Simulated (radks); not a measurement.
The lutetium ion Lu44+, 27 electrons, occupied as [Ar] 3d9 (the NIST ground configuration).

All-electron calculation, Dirac Kohn-Sham, LDA (Slater exchange, Perdew-Zunger correlation), spin-unpolarised, spherical densities, finite nucleus; open shells fill j = l - 1/2 first; Fermi nuclear charge, rms radius 5.37 fm. Program: a radial shooting solver on a logarithmic mesh with Libxc functionals.

Energy parts (Ry):
part                       energy
total                 -26401.6449
kinetic                29657.0393
electron-nucleus      -60584.9917
Hartree                 4946.7540
exchange-correlation    -420.4466

Orbitals (lengths in bohr, moments of r in powers of bohr; <r^-3> diverges for s and p1/2; r(90%) holds 90 % of the orbital's charge):
[
 {"orbital": "1s1/2", "occ.": "2", "eigenvalue (Ry)": "-4803.265", "r(90%)": "0.0351", "<r^2>": "0.0005128", "<r^4>": "7.087e-07", "<r^-3>": "-", "small-component weight": "7.10e-02"},
 {"orbital": "2s1/2", "occ.": "2", "eigenvalue (Ry)": "-951.4437", "r(90%)": "0.126", "<r^2>": "0.007825", "<r^4>": "0.0001064", "<r^-3>": "-", "small-component weight": "1.61e-02"},
 {"orbital": "2p1/2", "occ.": "2", "eigenvalue (Ry)": "-916.8561", "r(90%)": "0.111", "<r^2>": "0.005607", "<r^4>": "0.00006435", "<r^-3>": "-", "small-component weight": "1.61e-02"},
 {"orbital": "2p3/2", "occ.": "4", "eigenvalue (Ry)": "-834.3058", "r(90%)": "0.121", "<r^2>": "0.006800", "<r^4>": "0.00009036", "<r^-3>": "14230", "small-component weight": "1.47e-02"},
 {"orbital": "3s1/2", "occ.": "2", "eigenvalue (Ry)": "-330.6527", "r(90%)": "0.303", "<r^2>": "0.04905", "<r^4>": "0.003582", "<r^-3>": "-", "small-component weight": "5.51e-03"},
 {"orbital": "3p1/2", "occ.": "2", "eigenvalue (Ry)": "-315.7664", "r(90%)": "0.294", "<r^2>": "0.04481", "<r^4>": "0.003126", "<r^-3>": "-", "small-component weight": "5.46e-03"},
 {"orbital": "3p3/2", "occ.": "4", "eigenvalue (Ry)": "-297.0612", "r(90%)": "0.312", "<r^2>": "0.05065", "<r^4>": "0.003945", "<r^-3>": "3373", "small-component weight": "5.07e-03"},
 {"orbital": "3d3/2", "occ.": "4", "eigenvalue (Ry)": "-272.5268", "r(90%)": "0.282", "<r^2>": "0.03878", "<r^4>": "0.002581", "<r^-3>": "584.4", "small-component weight": "4.93e-03"},
 {"orbital": "3d5/2", "occ.": "5", "eigenvalue (Ry)": "-268.3414", "r(90%)": "0.287", "<r^2>": "0.04035", "<r^4>": "0.002769", "<r^-3>": "504.8", "small-component weight": "4.82e-03"},
 {"orbital": "4s1/2", "occ.": "0", "eigenvalue (Ry)": "-163.8836", "r(90%)": "0.575", "<r^2>": "0.1865", "<r^4>": "0.04806", "<r^-3>": "-", "small-component weight": "2.54e-03"},
 {"orbital": "4p1/2", "occ.": "0", "eigenvalue (Ry)": "-157.5654", "r(90%)": "0.574", "<r^2>": "0.1833", "<r^4>": "0.04719", "<r^-3>": "-", "small-component weight": "2.49e-03"},
 {"orbital": "4p3/2", "occ.": "0", "eigenvalue (Ry)": "-151.0735", "r(90%)": "0.598", "<r^2>": "0.1997", "<r^4>": "0.05575", "<r^-3>": "1198", "small-component weight": "2.37e-03"},
 {"orbital": "4d3/2", "occ.": "0", "eigenvalue (Ry)": "-141.1568", "r(90%)": "0.587", "<r^2>": "0.1869", "<r^4>": "0.05064", "<r^-3>": "205.9", "small-component weight": "2.25e-03"},
 {"orbital": "4d5/2", "occ.": "0", "eigenvalue (Ry)": "-139.6972", "r(90%)": "0.594", "<r^2>": "0.1914", "<r^4>": "0.05299", "<r^-3>": "176.8", "small-component weight": "2.22e-03"},
 {"orbital": "4f5/2", "occ.": "0", "eigenvalue (Ry)": "-129.1428", "r(90%)": "0.545", "<r^2>": "0.1552", "<r^4>": "0.03638", "<r^-3>": "46.41", "small-component weight": "1.97e-03"},
 {"orbital": "4f7/2", "occ.": "0", "eigenvalue (Ry)": "-128.7063", "r(90%)": "0.547", "<r^2>": "0.1568", "<r^4>": "0.03706", "<r^-3>": "44.99", "small-component weight": "1.96e-03"}
]

The highest occupied level is 3d5/2 at -3651.0 eV. Summed over all electrons, <r^2> = 0.8023 bohr^2, which gives a Langevin (diamagnetic) susceptibility term of -0.635 x 10^-6 cm^3/mol. For comparison, the ionisation energy in NIST's Atomic Spectra Database is 3706 eV (theoretical). In exact Kohn-Sham theory the highest level is minus the ionisation energy, but local and semilocal functionals leave it too shallow, through self-interaction and a potential that decays too fast; potentials with the right tail come closer. The electron density at the nucleus is 1.101e+06 e/bohr^3. The density falls to 0.001 e/bohr^3 at r = 0.68 bohr.

Beside tabulated values, note that spin-unpolarised runs miss the spin-polarisation part of the exchange energy of open shells.
